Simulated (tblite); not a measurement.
Species: C₂H₁₀PSi (charge +1).
Bonds: C1–C2, C2–Si3, Si3–P4. Hydrogens: H5, H6, H7 on C1; H8, H9 on C2; H10, H11 on Si3; H12, H13, H14 on P4.

Computed with GFN2-xTB (tblite), gas phase: Langevin dynamics at 200 K from the optimised GFN2-xTB geometry, time step 0.5 fs, friction 0.01 fs⁻¹, 2000 steps. The instantaneous temperature is 2·E(kin)/(3Nk) with all 3N coordinates.

```csv
t (fs),T (K),E(pot) above start (eV),C1–C2 (Å),C2–Si3 (Å),Si3–P4 (Å),C1–H5 (Å),C1–C2–Si3–P4 (°)
0,155,0.000,1.532,1.899,2.379,1.087,47
25,110,0.193,1.518,1.906,2.387,1.075,44
50,134,0.172,1.555,1.870,2.407,1.096,44
75,140,0.211,1.552,1.895,2.409,1.101,46
100,171,0.248,1.528,1.892,2.386,1.060,48
125,152,0.266,1.535,1.891,2.433,1.067,46
150,203,0.235,1.517,1.906,2.374,1.136,43
175,149,0.353,1.521,1.882,2.354,1.100,33
200,175,0.342,1.544,1.906,2.386,1.042,30
225,224,0.330,1.547,1.886,2.393,1.114,21
250,158,0.461,1.554,1.900,2.400,1.119,17
275,207,0.366,1.529,1.920,2.385,1.066,10
300,237,0.328,1.541,1.901,2.421,1.036,6
325,224,0.370,1.541,1.946,2.452,1.114,-3
350,133,0.357,1.517,1.871,2.400,1.149,-16
375,158,0.328,1.551,1.925,2.373,1.108,-20
400,199,0.271,1.524,1.887,2.461,1.066,-28
425,179,0.362,1.519,1.947,2.429,1.103,-40
450,185,0.252,1.517,1.891,2.379,1.098,-42
475,150,0.325,1.540,1.906,2.319,1.084,-44
500,200,0.179,1.549,1.913,2.341,1.094,-49
525,179,0.158,1.529,1.887,2.390,1.094,-50
550,131,0.312,1.527,1.897,2.373,1.080,-51
575,169,0.285,1.561,1.906,2.406,1.092,-57
600,194,0.325,1.537,1.926,2.437,1.150,-62
625,256,0.263,1.484,1.908,2.369,1.115,-66
650,189,0.302,1.533,1.883,2.396,1.060,-73
675,168,0.395,1.557,1.898,2.377,1.130,-76
700,210,0.329,1.552,1.919,2.387,1.141,-73
725,170,0.395,1.576,1.902,2.436,1.065,-66
750,222,0.321,1.521,1.912,2.427,1.079,-64
775,184,0.379,1.509,1.898,2.369,1.114,-66
800,247,0.390,1.533,1.899,2.400,1.098,-70
825,260,0.417,1.566,1.909,2.480,1.081,-71
850,171,0.512,1.544,1.883,2.441,1.080,-77
875,298,0.409,1.501,1.888,2.346,1.100,-74
900,228,0.465,1.540,1.925,2.384,1.097,-78
925,184,0.480,1.589,1.860,2.398,1.070,-78
950,251,0.319,1.583,1.910,2.369,1.067,-77
975,180,0.387,1.530,1.864,2.433,1.120,-76
1000,196,0.319,1.505,1.946,2.485,1.125,-69
```

**Question.** From 500 fs on, how do temperature and potential energy compare with equipartition?

**Answer.** The mean temperature of these 21 frames is 204 K against the target 200 K, and the mean potential energy 0.35 eV against 36 × kT/2 = 0.31 eV for 36 classical harmonic modes. For 14 atoms in a canonical ensemble the temperature itself scatters by T·√(2/(3N)) = 44 K; here its standard deviation is 39 K. The whole run lasts only 10 friction times of 100 fs, so these averages carry a wide statistical error.

**Question.** What are the kinetic and total energies of the listed frame with the highest potential energy?

**Answer.** The one at 850 fs, 0.512 eV above the start. Its kinetic energy is 3NkT/2 = 0.310 eV at 171 K, so the sum is 0.82 eV; over the listed frames the sum runs from 0.28 to 0.95 eV, since the thermostat adds and removes energy.

**Question.** How much do the listed bonds fluctuate from 500 fs on?

**Answer.** 
```json
{"bond": "C1–C2", "at the start (Å)": "1.532", "mean (Å)": "1.539", "standard deviation (Å)": "0.027"}
{"bond": "C2–Si3", "at the start (Å)": "1.899", "mean (Å)": "1.902", "standard deviation (Å)": "0.020"}
{"bond": "Si3–P4", "at the start (Å)": "2.379", "mean (Å)": "2.402", "standard deviation (Å)": "0.038"}
{"bond": "C1–H5", "at the start (Å)": "1.087", "mean (Å)": "1.098", "standard deviation (Å)": "0.025"}
```

The motion is classical and holds no zero-point motion.

What follows is the cost of the whole dynamics run. Hardware: one thread, Intel Xeon at 2.50 GHz (x86_64), shared host with 64 logical CPUs at a one-minute load of 53. Cost: 29 s, 0.18 GiB resident at most.
